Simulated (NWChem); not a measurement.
**Polarisability of FIn**

```xyz
2

In     0.0000     0.0000    -0.3111
F      0.0000     0.0000     1.6938
```
Charge 0, spin multiplicity 1.

Everything below was run with NWChem. Structure: optimised with B3LYP/def2-SVP with def2 effective core potentials on In, a minimum by its harmonic frequencies.

Basis set: def2-SVPD. The field's frequency is 0.0773 Ha (589 nm).

Effective core potentials replace the inner electrons of In; spin-orbit coupling is left out. The correlated methods keep 5 core orbitals frozen. B3LYP has NWChem's definition, with VWN1-RPA local correlation. The structure started from a generated list of species. Coupled-cluster values serve here as a point of comparison, not as the truth.

Task: For the isotropic polarisability, LDA (SVWN5) gives 42.65 bohr³ and PBE gives 44.65 bohr³. What do HF, B3LYP, CCSD linear response give?

Result: HF: 48.12 bohr³; B3LYP: 43.36 bohr³; CCSD linear response: 47.28 bohr³.
